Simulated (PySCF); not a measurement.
Mapped SMILES: `[F:1]/[CH:2]=[CH:3]\[C:4]([F:5])=[C:6]([F:7])[F:8]`. Hydrogens are named by the atom that carries them.

Geometry: PBE0-D3(BJ)/def2-SVP; GIAO shifts from PySCF 2.14, gas phase, non-relativistic, averaged over equivalent atoms.

At PBE0/def2-TZVP (260 basis functions, 62 s wall time on 1 thread of an Arm Neoverse N1, shared host):
```
atoms  δ (ppm)
   F8   -102.6
   F1   -115.1
   F7   -117.8
   F5   -188.8
   C6    160.7
   C2    154.4
   C4    131.5
   C3    101.8
H(C2)     6.58
H(C3)     5.33
```

δ = σ(ref) − σ, references computed at the same level: 19F (σref 178.85) vs CFCl3; 13C (σref 186.65) and 1H (σref 31.48) against TMS.

Q: Estimate the result of repeating the calculation with PBE0/pcSseg-2.

A: 
```csv
atoms,δ at PBE0/pcSseg-2,change
F8,-103.9,-1.3
F1,-115.8,-0.7
F7,-118.9,-1.1
F5,-190.9,-2.1
C6,164.7,+4.0
C2,159.4,+5.0
C4,135.9,+4.4
C3,105.4,+3.6
H(C2),6.63,+0.05
H(C3),5.37,+0.04
```

Scale: 19F (σref 175.81) vs CFCl3; 13C (σref 184.13), 1H (σref 31.25) vs TMS (reference shieldings calculated alike).

The largest change is at C2 (alkene CH). Cost: 316 basis functions, 88 s wall time on 1 thread of an Arm Neoverse N1, shared host. The order of the carbon signals is the same at both levels.

Unscaled 19F shifts against computed CFCl3 carry errors that often reach 10 to 50 ppm.
